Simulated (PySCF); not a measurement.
Species: C₄H₉ClOSi.
Structure used (PBE0-D3(BJ)/def2-SVP), in Å, numbered top down from 1:
```
atom  x, y, z in Å
C1    -1.5061   -1.5323   -0.3579
C2    -1.3229   -0.2252   -0.1278
C3    -2.4193    0.7733    0.0359
O4    -0.0998    0.3557   -0.0152
Si5    1.4036   -0.3932   -0.1025
C6     2.6468    0.9923    0.1609
Cl7    4.2790    0.2591    0.0544
H8    -2.5131   -1.9413   -0.4378
H9    -0.6702   -2.2276   -0.4737
H10   -2.3363    1.5548   -0.7362
H11   -3.4075    0.3025   -0.0356
H12   -2.3283    1.2747    1.0123
H13    1.6075   -1.0149   -1.4406
H14    1.5437   -1.4144    0.9731
H15    2.5678    1.7770   -0.6048
H16    2.5433    1.4615    1.1496
```

All values: PBE0/pcSseg-1 and wB97X-D/def2-SVPD (PySCF, non-relativistic), on one gas-phase PBE0-D3(BJ)/def2-SVP geometry that isn't relaxed in the solvent. The solvent is an IEF-PCM continuum (Bondi radii, 1.10 Å for H, scaled by 1.2). Specific hydrogen bonds and non-electrostatic terms are outside this model.

Gas phase at PBE0/pcSseg-1: HOMO -6.86 eV, LUMO 0.16 eV, dipole 1.85 D.

**Question.** What does the continuum do to the energy, the frontier levels and the dipole at PBE0/pcSseg-1 in chloroform and dimethylsulfoxide?

**Answer.** 
| solvent | ε | E(solvent) − E(gas) (kcal/mol) | polarisation term (kcal/mol) | distortion of the solute (kcal/mol) | HOMO (eV) | LUMO (eV) | dipole (D) |
| --- | --- | --- | --- | --- | --- | --- | --- |
| chloroform | 4.711 | -2.79 | -2.99 | 0.20 | -6.83 | 0.23 | 2.20 |
| dimethylsulfoxide | 46.83 | -3.88 | -4.28 | 0.40 | -6.85 | 0.24 | 2.33 |

The first energy column is the sum of the next two and covers electrostatics alone. From chloroform to dimethylsulfoxide the lowering changes by a factor 1.39, Onsager's factor (ε − 1)/(2ε + 1) by 1.36 and ε itself by 9.9.

**Question.** Which radius a makes the point-dipole formula ΔE = −[(ε − 1)/(2ε + 1)]·μ²/a³ give the value in dimethylsulfoxide, with the gas-phase dipole?

**Answer.** μ = 0.729 au and |ΔE| = 0.00619 Eh give a = 1.83 Å; the farthest nucleus lies 4.29 Å from the centroid of the nuclei, so such a sphere wouldn't even hold the nuclei. The formula assumes a rigid point dipole at the centre of a sphere.

**Question.** Give the dipole vector in the frame of the coordinates (D, pointing from negative to positive charge), gas and dimethylsulfoxide.

**Answer.** Gas (-1.64, 0.85, 0.14), solvent (-2.03, 1.12, 0.19). Its length changes by +26 % and its direction by 2°.

**Question.** Which IAO charges (PBE0/pcSseg-1) respond most in chloroform (means over atoms taken as equivalent)?

**Answer.** 
| atoms | environment | gas (e) | solvent (e) | change |
| --- | --- | --- | --- | --- |
| Cl7 | alkyl chlorine | -0.092 | -0.108 | -0.016 |
| C1 | terminal =CH2 carbon | -0.422 | -0.435 | -0.013 |
| H15/H16 | methylene hydrogen | +0.175 | +0.185 | +0.010 |
| C3 | allylic carbon | -0.423 | -0.429 | -0.006 |
| H8 | vinylic hydrogen | +0.155 | +0.160 | +0.005 |
| H9 | vinylic hydrogen | +0.142 | +0.146 | +0.004 |
| H10/H11/H12 | methyl hydrogen | +0.154 | +0.158 | +0.004 |
| O4 | silyl ether oxygen | -0.591 | -0.594 | -0.003 |

Gas phase at wB97X-D/def2-SVPD: HOMO -8.74 eV, LUMO 1.66 eV, dipole 1.82 D.

**Question.** What does the continuum do to the energy, the frontier levels and the dipole at wB97X-D/def2-SVPD in chloroform?

**Answer.** 
```tsv
solvent	ε	E(solvent) − E(gas) (kcal/mol)	polarisation term (kcal/mol)	distortion of the solute (kcal/mol)	HOMO (eV)	LUMO (eV)	dipole (D)
chloroform	4.711	-2.77	-3.01	0.24	-8.71	1.70	2.22
```

**Question.** How does the static polarisability (wB97X-D/def2-SVPD, frozen core, with the continuum's full static response) change?

**Answer.** 
```tsv
medium	isotropic (au)	principal values (au)	⟨r²⟩ of the electrons (bohr²)
gas	93.1	72.7, 93.1, 113.5	1811.5
chloroform	113.9	91.8, 118.0, 132.0	1811.7
```

The isotropic value in chloroform is 1.22 times the gas-phase one; no cavity-field correction is applied. ⟨r²⟩ is taken about the centre of nuclear charge.

Time: 30 s of wall time; peak memory 1.1 GiB. Hardware: one thread of an Arm Neoverse V1, no GPU, shared host. This is the whole shielding run at PBE0/pcSseg-1 in dimethylsulfoxide, SCF included.

Note: wB97X-D ran without an empirical dispersion term, which enters the total energy and its gradient alone.
